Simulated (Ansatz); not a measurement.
Cost and result for the atomization energy of `C[CH]1[NH][AlH]1` (10 atoms, 10 bonds).

Cartesian coordinates in Å:
```
C -1.1259 0.7125 -0.1526
C 0.0776 -0.1187 -0.5203
N 0.4903 -1.1696 0.4728
Al 1.8069 -0.0682 0.3352
H -1.2628 1.5355 -0.8605
H -2.0460 0.1118 -0.1701
H -1.0373 1.1410 0.8498
H -0.0106 -0.5026 -1.5423
H -0.1348 -1.9217 0.7118
H 3.2427 0.2802 0.8763
```

The species carries charge 0 and has multiplicity 1. Geometry: relaxed with PBE0-D4/def2-TZVP. Program: Ansatz. All runs use 2 threads of an INTEL XEON PLATINUM 8581C on a shared host. Times are those of one run each, without the atoms' runs, and a repeat can differ threefold. Electronic energies, without spin–orbit coupling; frozen cores. CCSD(T)/CBS adds CCSD(T) − MP2 in def2-TZVPP to the MP2 limit, and its time is that of the two runs behind it. T1 = 0.014. B3LYP takes the VWN-RPA correlation (the form of Gaussian; ORCA's B3LYP/G).

CCSD(T)/CBS is a level of theory with its own doubt, some kJ/mol a heavy atom from the limit and from the frozen cores, so smaller differences don't rank the functionals.

```tsv
level	functions	wall time	atomization (kcal/mol)	difference from CCSD(T)/CBS	per bond
revPBE-D4/def2-TZVPP	219	1.4 s	832.7	-1.9	-0.2
BLYP-D4/def2-TZVPP	219	1.6 s	835.3	0.7	0.1
PBE-D4/def2-TZVPP (with forces)	219	1.8 s	853.1	18.5	1.8
BHLYP-D4/def2-TZVPP	219	2.2 s	810.3	-24.3	-2.4
CCSD(T)/def2-SVP	90	2.2 s	788.7	-45.9	-4.6
B3LYP-D4/def2-TZVPP (with forces)	219	3.1 s	836.0	1.4	0.1
PBE-QIDH/def2-TZVPP	219	3.9 s	829.0	-5.6	-0.6
B97M-V/def2-TZVPP	219	5.5 s	840.0	5.4	0.5
ωB97X-V/def2-TZVPP	219	5.5 s	837.8	3.2	0.3
ωB97M-V/def2-TZVPP (with forces)	219	7 s	838.2	3.6	0.4
MP2/def2-QZVPP	421	15 s	836.5	1.9	0.2
CCSD(T)/def2-TZVPP	219	40 s	811.1	-23.5	-2.4
CCSD(T)/CBS(def2)	–	55 s	834.6	0.0	0.0
```

From PBE to PBE0 (25 % exact exchange), in def2-TZVPP and without D4, the atomization energy moves by −15.2 kcal/mol: exact exchange takes away binding that semilocal exchange gives to molecules. At CCSD(T), def2-SVP lies −45.9 kcal/mol from the extrapolated value and def2-TZVPP −23.6 kcal/mol: correlation converges slowly with the basis, and small sets miss more of it in the bonded molecule than in its fragments. Leaving LDA and LC-ωPBE aside and taking each functional with its dispersion term where it has one, the values spread over 42.8 kcal/mol, from BHLYP-D4 to PBE-D4. LDA lies +108.4 kcal/mol from PBE without D4, its usual overbinding.
